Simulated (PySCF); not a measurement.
4-chlorobenzonitrile, C₇H₄ClN.
Geometry (PBE0-D3(BJ)/def2-SVP, Å), atoms numbered from 1 in this order:
```
atom  x, y, z in Å
N1     3.3197   -0.7521   -0.3399
C2     2.1898   -0.5297   -0.2049
C3     0.7954   -0.2542   -0.0378
C4     0.3373    1.0718   -0.0495
C5    -1.0147    1.3440    0.1122
C6    -1.9105    0.2878    0.2858
Cl7   -3.5906    0.6275    0.4870
C8    -1.4691   -1.0363    0.2995
C9    -0.1166   -1.3058    0.1376
H10    1.0480    1.8887   -0.1862
H11   -1.3825    2.3709    0.1047
H12   -2.1877   -1.8453    0.4368
H13    0.2410   -2.3369    0.1465
```

Computed at PBE0/pcSseg-1 (PySCF, non-relativistic), with Q(14N) = 0.02044 b, Q(35Cl) = −0.0817 b: N1, 14N (I = 1): χzz = -4.526 MHz, η = 0.111; Cl7, 35Cl (I = 3/2): χzz = -75.78 MHz, η = 0.111.

Find the zero-field quadrupole resonance frequencies of 14N at N1.

From ν± = (3/4)|χ|(1 ± η/3) and ν0 = |χ|η/2: ν+ 3.520 MHz, ν− 3.269 MHz, ν0 0.251 MHz (nitrile nitrogen).

Where would the pure quadrupole (NQR) lines of 35Cl at Cl7 fall for the rigid, isolated species?

From ν = (|χ|/2)√(1 + η²/3): ν = 37.97 MHz (aryl chlorine). For 37Cl the ratio of quadrupole moments, 0.7881, gives 29.92 MHz.

Apply the simplest Townes–Dailey estimate (no s hybridisation, no π bonding), ionic character = 1 − χzz/χ0, where χ0 is the coupling for one missing p electron along the bond: −109.74 MHz for 35Cl.

Cl7 on C6: 1 − (-75.78)/(-109.74) = 0.31. In this model a purely covalent bond gives χ0 and a free halide ion gives zero; s hybridisation or π bonding, where present, is counted here as ionic character.

In a crystal, neighbours and librations shift these lines. A larger basis could move these couplings by a tenth or more.
